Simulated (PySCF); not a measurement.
Computed shifts of a molecule C2H5ClGe, PBE/pcSseg-1 (PySCF), GIAO, gas phase, atoms alike by connectivity averaged where their shifts nearly agree, in ppm (number of nuclei): ¹³C: 145.6 (1), 140.5 (1). ¹H: 6.88 (2), 6.64 (1), 5.88 (2). References: ⁷³Ge against GeH4 (σ = 1614.4 ppm); ³⁵Cl against HCl (σ = 936.5 ppm); ¹³C against TMS (σ = 182.0 ppm); ¹H against TMS (σ = 31.49 ppm), references at their B3LYP-D3(BJ)/def2-TZVP geometries, non-relativistic (without spin–orbit terms, shifts of atoms bonded to Cl or Br come out too high). Geometry optimised at r2SCAN-D4/def2-SVP. One conformer was computed; it need not be the lowest.

**Question.** Pick the molecule that these values belong to.
A) Cl/C=[CH]/[GeH3]
B) C=[CH][GeH2][Cl]
C) C=[C](Cl)[GeH3]

**Answer.** B, C=[CH][GeH2][Cl]
